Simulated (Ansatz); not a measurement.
Basis-set extrapolation for `CSB[SiH2]O` (PBE0-D4/def2-TZVP geometry, frozen core, Ansatz). Multiplicity 1, RHF reference.

|  | def2-TZVPP | def2-QZVPP |
| --- | --- | --- |
| HF | -828.093460 | -828.120505 |
| MP2 correlation | -0.818287 | -0.880853 |
| CCSD(T) correlation | -0.910815 | not run |

Energies in hartree. Use E(X) = E(∞) + A·exp(−7.88·√X) for Hartree–Fock and E(X) = E(∞) + B·X^(−2.97) for correlation, with X = 3 and 4, and add CCSD(T) minus MP2 of the smaller set to the MP2 limit.

Q: What is the CCSD(T) energy at the basis-set limit?

A: HF limit: -828.120505 + (-0.027045) × 0.13774 = -828.12423. MP2 limit: -0.880853 + (-0.062566) × 0.74074 = -0.92720. Higher-order term: -0.910815 − (-0.818287) = -0.09253. Total: -829.14396 hartree, 366.7 kJ/mol below CCSD(T)/def2-TZVPP.
